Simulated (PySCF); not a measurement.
# Nuclear quadrupole coupling in `CS[Si@H](S)C(C)(F)F`

Species: C3H8F2S2Si.
Geometry (GFN2-xTB, Å), atoms numbered from 1 in this order:
```
atom  x, y, z in Å
C1     2.9566   -0.2136    0.2011
S2     1.3256   -0.9738    0.4594
Si3    0.1329    0.4496   -0.5920
S4     0.6642    2.4501   -0.0229
C5    -1.7191    0.0816   -0.1766
C6    -2.0100   -1.2620    0.4476
F7    -2.4155    0.2029   -1.3542
F8    -2.2383    1.0805    0.6121
H9     3.2063   -0.2402   -0.8541
H10    3.6698   -0.8004    0.7693
H11    2.9390    0.8091    0.5633
H12    0.2812    0.3009   -2.0344
H13   -0.5687    2.8831    0.1821
H14   -1.4725   -1.3501    1.3875
H15   -1.6802   -2.0463   -0.2275
H16   -3.0789   -1.3623    0.6278
```

Field gradients from the PBE0/pcSseg-1 density (PySCF, non-relativistic), principal values in atomic units, ordered |Vxx| ≤ |Vyy| ≤ |Vzz|:

```json
{"atom": "S2", "Vxx": "0.2607", "Vyy": "2.0481", "Vzz": "-2.3088"}
{"atom": "S4", "Vxx": "0.2935", "Vyy": "1.8020", "Vzz": "-2.0955"}
```

Q: Find the asymmetry η = (Vxx − Vyy)/Vzz and the couplings χ = eQV/h (234.96 MHz × Q in barn × V in au), with Q(33S) = −0.0678 b.

A: 
```tsv
atom	environment	nucleus	η	χzz (MHz)	χxx (MHz)	χyy (MHz)
S2	sulfur bonded to C and Si	33S	0.77	36.78	-4.15	-32.63
S4	sulfur bonded to Si and H	33S	0.72	33.38	-4.68	-28.71
```

Q: What is Vzz at S4 in SI units (1 au = 9.71736 × 10²¹ V/m²)?

A: -2.0955 au = -20.363 × 10²¹ V/m².

Were the hydrogens deuterons (Q(2H) = 0.00286 b), χzz would run from 110 kHz (H12) to 213 kHz (H10).

The structure is a single GFN2-xTB conformer in the gas phase; no vibrational or solvent corrections. GFN2-xTB bond lengths can be off by several hundredths of an ångström, more for odd bonds, and the gradients follow them. These gradients aren't converged with respect to the basis.
